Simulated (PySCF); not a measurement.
C₂H₄BN₃, SMILES NB1N=CC=N1. Atoms are numbered in the order given.

```xyz
10

N      0.0000     0.0000     2.0609
B      0.0000     0.0000     0.6783
N      0.0000     1.2447    -0.1646
C      0.0000     0.7664    -1.3489
C      0.0000    -0.7664    -1.3489
N      0.0000    -1.2447    -0.1646
H      0.0000    -0.8571     2.6019
H      0.0000     0.8571     2.6019
H      0.0000     1.3803    -2.2647
H      0.0000    -1.3803    -2.2647
```

Geometry optimised at B3LYP-D3(BJ)/def2-SVP. This is a generated structure with no PubChem entry under its InChIKey; it may be hypothetical. The values are those of a single conformer.

Level of theory: HF/def2-TZVP in PySCF.

Computed frontier levels, gap, dipole moment and polarisability:
- highest occupied level: -10.94 eV
- lowest empty level: 1.34 eV
- orbital gap: 12.28 eV
- dipole moment: 0.51 D
- quadrupole, principal values (traceless, Buckingham form, about the centre of nuclear charge): -12.63, -4.86, 17.50 D·Å
- mean static polarisability: 50.9 bohr³ (7.54 Å³)
- polarisability, principal values: 33.1, 47.9, 71.6 bohr³
